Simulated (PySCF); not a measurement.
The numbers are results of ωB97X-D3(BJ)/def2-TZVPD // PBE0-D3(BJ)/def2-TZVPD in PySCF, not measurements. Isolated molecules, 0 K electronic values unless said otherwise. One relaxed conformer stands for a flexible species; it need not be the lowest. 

Reference species (SMILES): `[SiH3]N[SiH2-]` (not the most acidic site) (charge -1, multiplicity 1).

The HOMO is -2.34 eV.

Changed species: `[SiH3][N-][SiH3]` (proton removed from N2; the reference has proton removed from Si1).

Task: Predict the effect on the HOMO.

Result: the HOMO decreases by 1.54 eV, to -3.88 eV.
